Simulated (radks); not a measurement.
Results of a calculation; reference values are marked as such.
Charge is removed step by step from the 1s1/2 level of the boron ion B2+, starting from [He] 2s1. Level of theory: Dirac Kohn-Sham, PBE, spin-unpolarised, spherical densities, point nucleus (a radial shooting solver on a logarithmic mesh with Libxc functionals).

removed (e)  E - E(0) (eV)  eigenvalue (eV)  E minus straight line (eV)
0                    0.000          -211.17                       0.000
0.125               26.889          -219.06                      -3.532
0.25                54.768          -227.03                      -6.073
0.375               83.649          -235.08                      -7.613
0.5                 113.54          -243.20                      -8.141
0.625               144.45          -251.39                      -7.651
0.75                176.39          -259.62                      -6.134
0.875               209.36          -267.90                      -3.585
1                   243.37          -276.19                       0.000

Removing the whole electron costs 243.37 eV by Delta-SCF, against 211.17 eV from minus the eigenvalue at the starting occupation. Slater's transition state (half an electron removed) gives 243.20 eV. Integrating minus the eigenvalue over the occupation (Janak's theorem) gives 243.37 eV. The mean slope of the eigenvalue, de/dn, is 65.0 eV per electron.
